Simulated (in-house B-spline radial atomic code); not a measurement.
How G0W0 and RPA depend on the start: the arsenic ion As²³⁺

Configuration [He] 2s2 2p6. Computed with a B-spline radial code for spherical atoms: all electrons, non-relativistic, point nucleus, each spin shell either full or empty, empty states to l = 9 with an (l + 1/2)⁻⁴ tail; G0W0 by contour deformation at full frequency.

| start | mean-field 2p (eV) | G0W0 (eV) | QP weight | RPA correlation (Eh) |
| --- | --- | --- | --- | --- |
| Hartree-Fock | -2357.00 | ? | ? | ? |
| PBE | -2292.02 | -2355.35 | 0.996 | -0.63574 |
| LDA exchange-only | -2287.32 | -2355.72 | 0.996 | -0.63596 |
| r2SCAN0 | -2314.29 | ? | ? | ? |
| BHandHLYP | -2325.49 | -2355.38 | 0.997 | -0.62459 |

(1) What G0W0 level, weight and RPA correlation energy follow from the Hartree-Fock start?

(2) What G0W0 level, weight and RPA correlation energy follow from the r2SCAN0 start?

(3) How much of the dependence on the start does G0W0 remove?

Results:

(1) G0W0 level -2355.44 eV, weight 0.997, RPA correlation -0.61385 hartree.

(2) G0W0 level -2355.26 eV, weight 0.997, RPA correlation -0.62694 hartree.

(3) The mean-field levels span 69.7 eV and the G0W0 levels 0.457 eV. Against 2356.9 ± 1.4 eV (NIST, semi-empirical) the G0W0 removal energies are off by -1.64 to -1.18 eV, with relativity, Breit and QED terms left out.
